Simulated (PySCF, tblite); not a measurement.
C₉H₉N.
SMILES with atom numbers: `[CH2:1]=[CH:2]/[CH:3]=[CH:4]\[c:5]1[cH:6][cH:7][n:8][cH:9][cH:10]1` (hydrogens: H11, H12 on C1; H13 on C2; H14 on C3; H15 on C4; H16 on C6; H17 on C7; H18 on C9; H19 on C10)

Computed geometry: GFN2-xTB, gas phase.

Q: Give the optimised bond lengths and angles.

A: 
| bond | length (bohr) | order |
| --- | --- | --- |
| C1=C2 | 2.514 | double |
| C2–C3 | 2.728 | single |
| C3=C4 | 2.532 | double |
| C4–C5 | 2.756 | single |
| C5–C6, C5–C10 | 2.639 | aromatic |
| C6–C7, C9–C10 | 2.615 | aromatic |
| C7–N8, N8–C9 | 2.500 | aromatic |
| C1–H11 | 2.037 | single |
| C1–H12 | 2.034 | single |
| C2–H13 | 2.044 | single |
| C3–H14 | 2.047 | single |
| C4–H15 | 2.047 | single |
| C6–H16, C10–H19 | 2.040 | single |
| C7–H17, C9–H18 | 2.046 | single |

Bonds in one row agree within 0.02 bohr and their mean is given. Orders are formal, as drawn. A selection of angles:
| angle | degrees |
| --- | --- |
| C1–C2–C3 | 122.9 |
| C2–C3–C4 | 126.3 |
| C3–C4–C5 | 126.7 |
| C4–C5–C6 | 123.0 |
| C4–C5–C10 | 119.9 |
| C6–C5–C10 | 117.1 |
| C5–C6–C7 | 118.8 |
| C6–C7–N8 | 123.8 |
| C7–N8–C9 | 117.6 |

Dihedral angles: C1–C2–C3–C4 173° (antiperiplanar); C2–C3–C4–C5 -5° (synperiplanar); C3–C4–C5–C6 -41° (synclinal). The mirror-image conformer, all signs reversed, is as good.

Of the pairs four or more bonds apart, C6···H13 is among the closest relative to their van der Waals radii: 2.59 Å, 89 % of the sum of Bondi's values. The 6-membered ring C5–C6–C7–N8–C9–C10 has internal angles of 117.1° to 123.8°; it is planar, 0.01 Å rms from its mean plane, widest ring torsion 2°. The C–C distances run from 1.330 Å (C1=C2, drawn double) to 1.458 Å (C4–C5, drawn single), a spread of 0.128 Å.

Point group: C1 (no symmetry element, even within 0.4 Å). Its GFN2-xTB frequencies are all real (lowest 49 cm⁻¹). One conformer, not necessarily the lowest. 2 starts were optimised and ended at 0.00 and 0.03 kcal/mol (GFN2-xTB); the lowest of these is shown.
